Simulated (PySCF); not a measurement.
# PBE0 on P²⁺ (phosphorus, charge +2)

Configuration: [Ne] 3s2 3p1, 2P determinant. Calculation: PySCF 2.14, in aug-cc-pCVTZ-DK with one added diffuse shell each of s, p, d, f type (9s8p6d4f, 91 functions); the spin-free X2C one-electron Hamiltonian (Gaussian nucleus).

```json
{
 "Total energy": "-340.8503 hartree",
 "One-electron energy": "-460.3215 hartree",
 "Hartree (Coulomb) energy": "141.9563 hartree",
 "Exchange-correlation energy": "-22.4851 hartree",
 "⟨S²⟩": "0.7552",
 "⟨L²⟩": "2.017",
 "Sum of ⟨r⟩": "9.602 bohr",
 "Sum of ⟨r²⟩": "13.89 bohr²",
 "Traceless quadrupole moment −½Σ⟨3z² − r²⟩ along its main axis": "-1.73 e·bohr²",
 "Langevin diamagnetic susceptibility": "-11.0 ×10⁻⁶ cm³/mol"
}
```

```csv
shell,electrons,mean orbital energy (eV),spread (eV),"rms radius, mean of both spins (bohr)"
1s α,1,-2132.4,0,0.120
1s β,1,-2132.3,0,0.120
2s α,1,-205.81,0,0.564
2s β,1,-205.63,0,0.564
2p α,3,-154.14,0.090,0.541
2p β,3,-153.86,0.648,0.541
3s α,1,-36.010,0,1.87
3s β,1,-34.497,0,1.87
3p α,1,-26.361,0,2.11
```

Densities and radii are taken from the X2C orbitals without a picture-change correction, which distorts them close to the nucleus.
